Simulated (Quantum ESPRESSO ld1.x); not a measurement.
ld1.x (Quantum ESPRESSO 7.5) input

```
 &input
    zed=8.0,
    iswitch=1,
    rel=1,
    dft='PBESOL',
    config='[He] 2s2 2p1',
    verbosity='high',
    prefix='ld1',
    max_out_wfc=37,
    file_charge='ld1.rho',
 /
```

Command: `OMP_NUM_THREADS=1 ld1.x < ld1.in > ld1.out`

Output:

```
     Program LD1 v.7.5 starts

     --------------------------- All-electron run ----------------------------

     scalar relativistic calculation

     atomic number is  8.00
     dft =PBESOL   lsd =0 sic =0 latt =0  beta=0.20 tr2=1.0E-14
     Exchange-correlation= PBESOL
                           (   1   4  10   8   0   0   0)
     mesh =1837 r(mesh) = 100.33940 a.u. xmin = -8.00 dx = 0.00800
     1 Ry =  13.60569312 eV, c = 137.03599908

     n l     nl                  e(Ry)          e(Ha)          e(eV)
     1 0     1S 1( 2.00)     -42.979934550     -21.489967275   -584.7717999
     2 0     2S 1( 2.00)      -5.823405808      -2.911702904    -79.2314724
     2 1     2P 1( 1.00)      -4.759659323      -2.379829662    -64.7584641

     final scf error:  3.3E-15 reached in  17 iterations

     Etot =    -141.887513 Ry,     -70.943756 Ha,   -1930.477955 eV

     Ekin =     141.806409 Ry,      70.903204 Ha,    1929.374478 eV
     Encl =    -314.167753 Ry,    -157.083877 Ha,   -4274.470041 eV
     Eh   =      43.295819 Ry,      21.647910 Ha,     589.069629 eV
     Exc  =     -12.821987 Ry,      -6.410994 Ha,    -174.452021 eV

     normalization and overlap integrals

     s(1S/1S) =  1.000000  <r> =   0.1994  <r2> =    0.0537  r(max) =   0.1291
     s(1S/2S) = -0.000253
     s(2S/2S) =  1.000000  <r> =   0.9785  <r2> =    1.1294  r(max) =   0.8062
     s(2P/2P) =  1.000000  <r> =   0.9203  <r2> =    1.0416  r(max) =   0.7037

     ------------------------ End of All-electron run ------------------------
```

Run on one thread of a shared host, so times are rough (Intel(R) Xeon(R) Processor @ 2.60GHz): 0.27 s of CPU time, 0.94 s wall, 17 iterations on 1837 mesh points.
